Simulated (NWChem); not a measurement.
# AlH2Cl; SMILES [Cl][AlH2]

Computed with NWChem. Geometry: optimised at PBE0/def2-SVP. Ions are spin-unrestricted doublets at the neutral geometry; other ion states weren't tried.

For level PBE0/def2-SVP:

| Quantity | Value |
|---|---|
| vertical ionisation energy, ΔSCF (eV) | 10.88 |
| −ε(HOMO) (eV) | 8.49 |

### Question
How do the values read with level PBE/def2-SVP instead?

### Answer
| Item | Result |
|---|---|
| vertical ionisation energy, ΔSCF (eV) | 10.49 |
| −ε(HOMO) (eV) | 7.15 |
